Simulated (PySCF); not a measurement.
**A small calculation by hand: entropy of an ideal gas**

O3Os, SMILES [O]=[Os](=[O])=[O], multiplicity 1.

Geometry: PBE-D3(BJ)/def2-TZVP. The multiplicity is an assumed one; other spin states were not compared. The def2 effective core potentials stand for the cores of Os; spin–orbit coupling is left out.

PBE-D3(BJ)/def2-TZVP run with PySCF gives the harmonic wavenumbers 116, 298, 298, 973, 973, 1004 cm⁻¹ and the rotational temperatures 0.3469, 0.3469, 0.1734 K. The molar mass is 238.23 g/mol, the symmetry number 6, the spin multiplicity 1.

Work out the entropy at 298.15 K and 1 atm in the rigid-rotor, harmonic-oscillator model.


Translation (Sackur–Tetrode at 1 atm): S = R[1.5 ln M + 2.5 ln T − 1.16487] = 177.0 J/(mol K).
Rotation: q = (√π/σ) T^1.5/√(θA θB θC) = 10500, S = R[ln q + 3/2] = 89.5 J/(mol K).
Vibration: with u = 1.4388 ν/T, each mode gives R[u/(e^u − 1) − ln(1 − e^−u)]:
```
ν (cm⁻¹)  modes     u  S (J/(mol K))
--------  -----  ----  -------------
116           1  0.56          13.25
298           2  1.44          11.95
973           2  4.70           0.87
1004          1  4.84           0.39
```
These are all the modes. Sum 26.5 J/(mol K).
Spin: R ln 1 = 0.0 J/(mol K).
Total 292.9 J/(mol K); the program's own thermochemistry gives 292.9. Translation makes up 60 % and vibration 9 %. Anharmonicity, hindered rotation and orbital degeneracy are left out.
